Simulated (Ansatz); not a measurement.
Geometry optimisation, Ansatz 0.2.0, RKS B3LYP/def2-SVPD.

input.yaml

```yaml
crystal:
  periodic: [false, false, false]
  atoms:
    - { symbol: F, position_ang: [0.4073, 0.3765, 2.0001] }
    - { symbol: Al, position_ang: [-0.0842, -0.4022, 0.4457] }
    - { symbol: Cl, position_ang: [1.3082, -1.7993, -0.5176] }
    - { symbol: Zn, position_ang: [-0.9301, 0.8687, -1.0308] }
    - { symbol: H, position_ang: [-0.6514, 0.8826, -0.9388] }
basis:
  gaussian: { orbitals: def2-SVPD }
hamiltonian:
  xc: b3lyp
relax:
  f_tol: 0.015
  max_steps: 40
```

Run as:

```bash
$ ansatz run input.yaml --threads 2 --pin off --max-ram 3072MiB --backend cpu --events-out ev --progress --plain --runs-dir out
```

Problem. Where does it end, and by what steps?

Solution. The forces met the threshold. The force dipped under the threshold on the way, but the program's further checks kept it going. After 25 steps the energy has fallen by 287.779 eV; Zn4 moved furthest, 1.92 Å. The start is strongly strained (largest force component 2282 eV/Å), so its close contacts needn't be bonds. Parted: Al2–Zn4, Zn4–H5. Joined: Al2–H5.

```tsv
step	energy less start (eV)	largest force component (eV/Å)	accepted
0	0.0000	2281.661	yes
1	-259.4563	117.685	yes
2	-263.5207	99.047	yes
3	-271.7598	57.097	yes
4	-277.4271	31.924	yes
5	-281.5660	14.293	yes
6	-284.1091	6.046	yes
7	-285.6061	1.874	yes
8	-286.3082	1.995	yes
9	-286.9252	1.743	yes
10	-287.4062	1.211	yes
11	-287.6569	0.645	yes
12	-287.7318	0.192	yes
13	-287.7586	0.126	yes
14	-287.7658	0.041	yes
15	-287.7720	0.080	yes
16	-287.7749	0.233	yes
17	-287.7757	0.160	yes
18	-287.7779	0.011	yes
19	-287.7781	0.024	yes
20	-287.7782	0.025	yes
21	-287.7783	0.014	yes
22	-287.7784	0.009	yes
23	-287.7784	0.017	yes
24	-287.7780	0.058	no
25	-287.7785	0.001	yes
```

```xyz
5
Properties=species:S:1:pos:R:3
F 0.482 0.101 2.144
Al 0.429 -0.394 0.545
Cl 1.513 -2.122 0.015
Zn -1.966 1.919 -2.254
H -0.409 0.423 -0.491
```

Run time: 110 s on 2 threads of Intel(R) Xeon(R) Platinum 8375C CPU @ 2.90GHz (Ice Lake), with other jobs on the host, peak memory 0.29 GiB.
